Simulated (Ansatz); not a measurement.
Reaction (cleavage of the Si–Si bond): `CO[SiH]([SiH3])Cl` + `[NH2][Sn][OH]` → `[NH2][Sn][O][SiH3]` + `CO[SiH2]Cl`

Calculated with Ansatz (gas phase, PBE0-D4/def2-TZVP geometries, no zero-point term in ΔE). CBS: MP2 limit from def2 TZ/QZ plus the TZ coupled-cluster correction, frozen cores. Functionals use def2-TZVPP. def2 core potentials past Kr. For Sn outer-core shells are correlated without core-valence functions, which leaves a few kJ/mol of doubt a bond. Each species was taken in one conformer, which may not be the lowest.

```tsv
species	revPBE-D4 energy (Eh)
`CO[SiH]([SiH3])Cl`	-1156.66838
`[NH2][Sn][OH]`	-346.20888
`[NH2][Sn][O][SiH3]`	-636.89367
`CO[SiH2]Cl`	-866.01642
```

Q: Work out ΔE.

A: ΔE = (-636.89367) + (-866.01642) − (-1156.66838) − (-346.20888) = -0.03283 Eh = -86.2 kJ/mol. CCSD(T)/CBS gives -114.0 kJ/mol.

Largest T1 diagnostic among the species: 0.017.

Leaving LDA and LC-ωPBE aside and taking each functional with its dispersion term where it has one, the values, not all of them listed here, spread over 39.1 kJ/mol, from BHLYP-D4 to PBE-D4. LDA lies −3.3 kJ/mol from PBE without D4. From PBE to PBE0 (25 % exact exchange), in def2-TZVPP and without D4, ΔE moves by −10.0 kJ/mol. At CCSD(T), def2-SVP lies −3.1 kJ/mol from the extrapolated value and def2-TZVPP −1.2 kJ/mol.
